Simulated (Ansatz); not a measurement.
cis-Cu(H2O)2Cl2 (CuCl₂O₂H₄), relaxed as a doublet with UKS PBE-D4/def2-SVP in Ansatz, starting from the GFN2-xTB geometry. Force threshold 0.02 eV/Å.

Start:

```xyz
9

Cu   -0.074    0.596   -0.410
O     1.415   -0.886   -0.090
H     2.023   -0.596   -0.791
H     1.057   -1.739   -0.360
O    -1.245   -0.455    1.015
H    -1.975    0.185    1.069
H    -0.785   -0.433    1.863
Cl   -1.398    2.288   -0.028
Cl    0.982    1.039   -2.267
```

Q: Estimate the energy that the relaxation releases and the steps that it takes.

A: 12.3 kJ/mol, in 8 steps; 14 s on 4 threads of Arm Neoverse V1 on a shared host. The force fell under the threshold at step 7, but the optimiser went on. No frequencies were taken in this run, so the end may be a saddle point.

Q: Does the start keep its bonding and symmetry?

A: By distances, no bond broke or formed. The bond that changes most is Cu1–Cl9, from 2.18 to 2.23 Å (atoms count from 1). Point group C2 at the start, C2 at the end, both within 0.05 Å.

Q: Predict the relaxed structure.

A: 
Cartesian coordinates in Å:
```
Cu -0.0645 0.5152 -0.3557
O 1.3897 -0.9742 -0.1365
H 1.8767 -0.5460 -0.9004
H 1.0398 -1.8086 -0.5099
O -1.2131 -0.4382 1.1116
H -1.8499 0.3327 1.0478
H -0.7737 -0.3181 1.9779
Cl -1.6184 2.0990 -0.1653
Cl 1.2135 1.1383 -2.0696
```
Bond lengths: 2 × Cu–O 2.09 Å; 2 × Cl–Cu 2.23 Å; 4 × H–O 0.98 to 1.00 Å.
